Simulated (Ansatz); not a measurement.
Na₈H₇⁺. Total charge 1; singlet. Geometry PBE0-D4/def2-SVP; atoms count from 1.

```xyz
15

Na    0.090    2.183   -1.719
Na   -2.699    1.053    0.932
Na    3.091   -2.927    0.117
Na   -0.165   -2.972    2.386
Na    3.502   -0.147   -2.240
Na    0.679   -0.444   -0.160
Na   -3.478   -1.435    3.445
Na   -0.847    5.603   -3.536
H    -1.871   -2.667    3.330
H    -0.428    3.957   -2.648
H     1.709    0.739   -1.711
H    -3.839    0.235    2.351
H    -0.948    0.990   -0.172
H     3.992   -1.854   -1.295
H     1.213   -2.313    0.919
```

Another isomer (singlet) lies 0.90 eV lower at PBE0-D4/def2-TZVP; other spin states weren't run for this one.

(1) Estimate the Mulliken populations from the PBE0/def2-TZVP orbitals of Ansatz.

Answers

(1) 
```
atom  charge (e)
 Na1        0.62
 Na2        0.50
 Na3        0.45
 Na4        0.49
 Na5        0.44
 Na6        0.97
 Na7        0.40
 Na8        0.58
  H9       -0.40
 H10       -0.49
 H11       -0.58
 H12       -0.35
 H13       -0.64
 H14       -0.33
 H15       -0.64
```
Mulliken values and Mayer orders depend strongly on the basis.
